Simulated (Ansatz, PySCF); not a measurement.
K(I) cation (IK), SMILES [K][I] (connectivity only; charge and spin as stated), charge +1, multiplicity 2. Atoms are numbered in the order given.

```xyz
2

K      0.0000     0.0000    -2.6651
I      0.0000     0.0000     0.9143
```
Charge +1, spin multiplicity 2.

Coordinates come from a PBE0-D3(BJ)/def2-TZVPD optimisation. The spin state was assumed, not searched. The def2 effective core potentials stand for the cores of I; spin–orbit coupling is left out.

Two levels are set side by side: PBE-D3(BJ)/def2-TZVPD (Ansatz, a quantum-chemistry and plane-wave program) and PBE0-D3(BJ)/def2-TZVPD (Ansatz). Each level has its own optimised geometry; the coordinates shown are those of the second. Frequencies come from the Hessian of PySCF at each geometry. Differences are taken from unrounded values.

```json
[
 {"quantity": "bond K1–I2 (Å)", "PBE0-D3(BJ)": "3.579", "PBE-D3(BJ)": "3.584", "PBE-D3(BJ) minus PBE0-D3(BJ)": "0.005"},
 {"quantity": "highest harmonic wavenumber (cm⁻¹)", "PBE0-D3(BJ)": "80", "PBE-D3(BJ)": "80", "PBE-D3(BJ) minus PBE0-D3(BJ)": "0"},
 {"quantity": "mean harmonic wavenumber (cm⁻¹)", "PBE0-D3(BJ)": "80", "PBE-D3(BJ)": "80", "PBE-D3(BJ) minus PBE0-D3(BJ)": "0"},
 {"quantity": "zero-point energy (kcal/mol)", "PBE0-D3(BJ)": "0.11", "PBE-D3(BJ)": "0.11", "PBE-D3(BJ) minus PBE0-D3(BJ)": "0.00"}
]
```

Here PBE gives about what the other level gives.
